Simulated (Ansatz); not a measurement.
`[Cl][In]([Cl])[Cl]` + `CC(C)N` → `CC(C)[NH][In]([Cl])[Cl]` + HCl at 500 K and 1 bar (ligand exchange at the In–Cl bond).

Isolated molecules relaxed with PBE0-D4/def2-TZVP in Ansatz; ΔE leaves out vibrations. CBS: MP2 limit from def2 TZ/QZ plus the TZ coupled-cluster correction, frozen cores. This one scheme is used for every species. Elements past krypton have def2 core potentials. For In outer-core shells are correlated without core-valence functions, which leaves a few kJ/mol of doubt a bond. One conformer a species, not always the lowest.

```json
{"species": "`[Cl][In]([Cl])[Cl]`", "CCSD(T)/CBS energy (Eh)": "-1569.29867", "H − E (kJ/mol)": "42.9", "S (J/(mol·K))": "381.8"}
{"species": "`CC(C)N`", "CCSD(T)/CBS energy (Eh)": "-174.28253", "H − E (kJ/mol)": "357.8", "S (J/(mol·K))": "357.5"}
{"species": "`CC(C)[NH][In]([Cl])[Cl]`", "CCSD(T)/CBS energy (Eh)": "-1283.16802", "H − E (kJ/mol)": "360.9", "S (J/(mol·K))": "542.6"}
{"species": "HCl", "CCSD(T)/CBS energy (Eh)": "-460.38127", "H − E (kJ/mol)": "32.5", "S (J/(mol·K))": "201.9"}
```

H − E and S are ideal-gas, rigid-rotor, harmonic terms from PBE0-D4/def2-TZVP, for one conformer and one mirror image of each species. 1 Eh = 2625.50 kJ/mol, R = 8.31446 J/(mol·K).

Problem. By hand: ΔE, ΔH, ΔS and ΔG.

Solution. ΔE = (-1283.16802) + (-460.38127) − (-1569.29867) − (-174.28253) = 0.03191 Eh = 83.8 kJ/mol. Δ(H − E) = 360.9 + 32.5 − 42.9 − 357.8 = -7.3, so ΔH = 76.5 kJ/mol. ΔS = 542.6 + 201.9 − 381.8 − 357.5 = 5.2 J/(mol·K). ΔG = 76.5 − 500 × (5.2)/1000 = 73.9 kJ/mol.

Problem. By hand: the equilibrium constant, and the temperature at which ΔG would vanish if ΔH and ΔS stayed fixed.

Solution. log₁₀ K = −ΔG/(RT ln 10) = -7.7. ΔG = 0 at ΔH/ΔS = 14712 K, far beyond where these terms or the molecules hold.

The number of gas molecules stays the same, so ΔS is small and ΔH decides. A doubt of 5 kJ/mol in ΔE shifts log₁₀ K by 0.5 here. Other conformers and mirror images would add mixing entropy, several J/(mol·K) or more a flexible species. Modes under 60 cm⁻¹, often nearly free rotors, make the harmonic entropy too high. These are equilibria of isolated gas molecules and say nothing of rates. Largest T1 diagnostic: 0.013 (customary marks: 0.02 for closed shells, 0.045 for open ones).
